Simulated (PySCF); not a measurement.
Si(F)2(GeH3)(OH) (F₂GeH₄OSi), SMILES O[Si](F)(F)[GeH3]. Heavy atoms are numbered as in [OH:1][Si:2]([F:3])([F:4])[GeH3:5]. Hydrogens are named by the atom that carries them.

Geometry: ωB97X-D3(BJ)/def2-SVP. This is a generated structure with no PubChem entry under its InChIKey; it may be hypothetical. Other conformers were not sampled.

All values below come from PBE/def2-TZVP run with PySCF.

Atomic charges (e), one atom of each kind:

```csv
atom,Mulliken,IAO
O1 (OH),-0.46,-0.77
Si2,0.70,1.46
F3,-0.27,-0.51
Ge5 (GeH3),-0.08,0.09
H on O1,0.32,0.37
H on Ge5,0.02,-0.04
```
